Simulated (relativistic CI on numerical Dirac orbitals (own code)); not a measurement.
## Hg XXXI: sensitivity of the levels to the model

Base calculation: Dirac-Coulomb-Breit CI, KLI orbitals optimised for each configuration, model QED (radiative potential, 1s self-energy scaled to tabulated hydrogen-like ionisation energies), unscaled Slater integrals.

CI space (outside the closed core [Ar] 3d10 4p6): 4s2 4d10 4f4, 4s2 4d10 4f3 5s, 4s2 4d10 4f3 5p, 4s2 4d10 4f2 5s2, 4s2 4d10 4f2 5s 5p, 4s2 4d10 4f3 5d, 4s2 4d10 4f2 5p2, 4s2 4d10 4f2 5s 5d, 4s 4d10 4f5, 4s2 4d9 4f3 5s2, 4s2 4d10 4f3 5f, 4s2 4d10 4f3 6s, 4s2 4d10 4f3 6p. Levels of other configurations are missing.

Variants: (1) valence Slater integrals scaled by 0.9; (2) configuration mixing switched off; (3) only the first 3 configurations. Shifts of the energy above 4s2 4d10 4f4 5I_4, in cm⁻¹, for the lowest level and the first level of each name with at least 55 % of one term (blank where a level changes its place among those of its configuration and J or its character, or is not in the variant):

| Level | Base | Δ(1) | Δ(2) | Δ(3) |
| --- | --- | --- | --- | --- |
| 4s2 4d10 4f4 5I_4 | 0.0 | 0.0 | 0.0 | 0.0 |
| 4s2 4d10 4f4 5I_5 | 27313.3 | +1012.5 | -15.7 | -7.3 |
| 4s2 4d10 4f4 5I_6 | 47254.6 | +425.5 | -15.6 | -8.6 |
| 4s2 4d10 4f4 5F_1 | 61217.3 | -2732.6 | -14.2 | -51.8 |
| 4s2 4d10 4f4 3K_6 | 85949.5 | -2358.2 | -7.6 | -18.9 |
| 4s2 4d10 4f4 5F_4 | 97746.1 | -3319.9 | +12.8 | -10.3 |
| 4s2 4d10 4f4 5G_4 | 111892.8 | -4138.5 | +5.2 | -5.3 |
| 4s2 4d10 4f4 3P_1 | 122051.6 | -4716.5 | +8.6 | -58.7 |
| 4s2 4d10 4f4 3L_8 | 126105.3 | -5031.9 | -35.1 | -40.7 |
| 4s2 4d10 4f4 3M_9 | 126800.5 | -5392.2 | -24.6 | -24.6 |
| 4s2 4d10 4f4 5D_1 | 131880.0 | -9051.0 | +20.2 | -6.9 |
| 4s2 4d10 4f4 3P_0 | 133257.3 | -5650.1 | -12.8 | -60.2 |
| 4s2 4d10 4f4 3I_7 | 146746.4 | -7111.2 | -25.4 | -44.5 |
| 4s2 4d10 4f4 5D_2 | 148336.9 | -8379.6 | -11.5 | -33.3 |
| 4s2 4d10 4f4 3M_10 | 151768.7 | -6977.9 | -28.5 | -29.7 |
| 4s2 4d10 4f4 3F_3 | 166275.1 | -7235.6 | +78.7 | +22.4 |
| 4s2 4d10 4f4 3L_9 | 168216.4 | -5035.1 | -15.2 | -20.5 |
| 4s2 4d10 4f4 3H_5 | 170871.9 |  | +69.8 | -3.7 |

At this charge energies of transitions that change n are usually good to better than 1 %, and those within a shell (Δn = 0) to a few per cent. Terms inside the open d or f shell come out 10 to 20 % too wide with unscaled integrals.

Ionisation energy from the two ground configurations alone: base 1087.91 eV; valence Slater integrals scaled by 0.9 1087.59 eV. The NIST ASD value (theoretical) is 1110 eV.

LS names give the leading component of a level, which can be under half, so a name can repeat, a term be missing and a line seem to break the LS rules.
